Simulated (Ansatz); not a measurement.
Isomers of C$_{2}$H$_{6}$Sb, relaxed with PBE0-D4/def2-TZVP in Ansatz; electronic energies, one conformer each and not always the lowest. Functionals use def2-TZVPP; CBS adds triple-zeta CCSD(T) − MP2 to the MP2 limit of def2-TZVPP and def2-QZVPP.

Elements past krypton have def2 core potentials. Outer-core shells of Sb are correlated without core-valence functions. Spin–orbit coupling is left out.

Problem. Order them by energy at frozen-core CCSD(T)/CBS, lowest first. (Best estimate.)
A. `C[CH2][SbH]`•
B. `[CH2][SbH][CH3]`•
C. `[CH3][Sb][CH3]`•

Solution. C (0.0 kJ/mol), A (30.8 kJ/mol), B (158.4 kJ/mol).

Problem. How do PBE0-D4, B3LYP-D4, ωB97M-V, PBE-D4 place them (kJ/mol, against `[CH3][Sb][CH3]`•)? (An estimate is asked.)

Solution. Ansatz gave: 
```
            isomer  PBE0-D4  B3LYP-D4  ωB97M-V  PBE-D4
`[CH2][SbH][CH3]`•    158.9     155.8    165.8   157.6
    `C[CH2][SbH]`•     25.8      27.4     27.5    27.7
```

B3LYP here is the variant with VWN-RPA as its local correlation; programs differ in this.
